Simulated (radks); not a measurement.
Species: Tc3+. Configuration: [Kr] 4d4.

Calculated with a radial shooting solver on a logarithmic mesh with Libxc functionals: Dirac Kohn-Sham, B86b exchange with PBE correlation, spin-unpolarised, spherical densities, point nucleus; open shells are shared between the two j in proportion to 2j + 1.

Energy parts (eV):
total: -116599.383
kinetic: 121123.925
electron-nucleus: -280523.923
Hartree: 46289.117
exchange-correlation: -3488.501

Orbitals (lengths in bohr, moments of r in powers of bohr):
[
 {"orbital": "1s1/2", "occ.": "2", "eigenvalue (eV)": "-20892.25", "<r>": "0.03428", "<r^4>": "6.517e-06", "small-component weight": "2.46e-02"},
 {"orbital": "2s1/2", "occ.": "2", "eigenvalue (eV)": "-3006.687", "<r>": "0.1492", "<r^4>": "0.001195", "small-component weight": "5.07e-03"},
 {"orbital": "2p1/2", "occ.": "2", "eigenvalue (eV)": "-2774.853", "<r>": "0.1271", "<r^4>": "0.0007907", "small-component weight": "5.08e-03"},
 {"orbital": "2p3/2", "occ.": "4", "eigenvalue (eV)": "-2656.565", "<r>": "0.1318", "<r^4>": "0.0008903", "small-component weight": "4.91e-03"},
 {"orbital": "3s1/2", "occ.": "2", "eigenvalue (eV)": "-549.3143", "<r>": "0.4151", "<r^4>": "0.06028", "small-component weight": "1.37e-03"},
 {"orbital": "3p1/2", "occ.": "2", "eigenvalue (eV)": "-460.2289", "<r>": "0.4089", "<r^4>": "0.06182", "small-component weight": "1.31e-03"},
 {"orbital": "3p3/2", "occ.": "4", "eigenvalue (eV)": "-440.4449", "<r>": "0.4195", "<r^4>": "0.06817", "small-component weight": "1.27e-03"},
 {"orbital": "3d3/2", "occ.": "4", "eigenvalue (eV)": "-282.9199", "<r>": "0.3969", "<r^4>": "0.06881", "small-component weight": "1.15e-03"},
 {"orbital": "3d5/2", "occ.": "6", "eigenvalue (eV)": "-279.1166", "<r>": "0.4003", "<r^4>": "0.07101", "small-component weight": "1.14e-03"},
 {"orbital": "4s1/2", "occ.": "2", "eigenvalue (eV)": "-103.6629", "<r>": "1.052", "<r^4>": "2.345", "small-component weight": "3.23e-04"},
 {"orbital": "4p1/2", "occ.": "2", "eigenvalue (eV)": "-77.4451", "<r>": "1.138", "<r^4>": "3.408", "small-component weight": "2.76e-04"},
 {"orbital": "4p3/2", "occ.": "4", "eigenvalue (eV)": "-74.4301", "<r>": "1.166", "<r^4>": "3.755", "small-component weight": "2.65e-04"},
 {"orbital": "4d3/2", "occ.": "1.6", "eigenvalue (eV)": "-35.3788", "<r>": "1.511", "<r^4>": "12.64", "small-component weight": "1.62e-04"},
 {"orbital": "4d5/2", "occ.": "2.4", "eigenvalue (eV)": "-35.0314", "<r>": "1.523", "<r^4>": "13.04", "small-component weight": "1.60e-04"},
 {"orbital": "5s1/2", "occ.": "0", "eigenvalue (eV)": "-27.7405", "<r>": "2.610", "<r^4>": "83.47", "small-component weight": "6.61e-05"},
 {"orbital": "5p1/2", "occ.": "0", "eigenvalue (eV)": "-21.6472", "<r>": "2.989", "<r^4>": "145.2", "small-component weight": "5.22e-05"},
 {"orbital": "5p3/2", "occ.": "0", "eigenvalue (eV)": "-21.2015", "<r>": "3.046", "<r^4>": "155.9", "small-component weight": "5.07e-05"}
]

The highest occupied level is 4d5/2 at -35.031 eV. For comparison, the ionisation energy in NIST's Atomic Spectra Database is 41 eV (theoretical). In exact Kohn-Sham theory the highest level is minus the ionisation energy, but local and semilocal functionals leave it too shallow, through self-interaction and a potential that decays too fast; potentials with the right tail come closer. The density falls to 0.001 e/bohr^3 at r = 3.27 bohr. Summed over all electrons, <r^2> = 26.20 bohr^2, which gives a Langevin (diamagnetic) susceptibility term of -20.8 x 10^-6 cm^3/mol.

Beside tabulated values, note that spin-unpolarised runs miss the spin-polarisation part of the exchange energy of open shells.
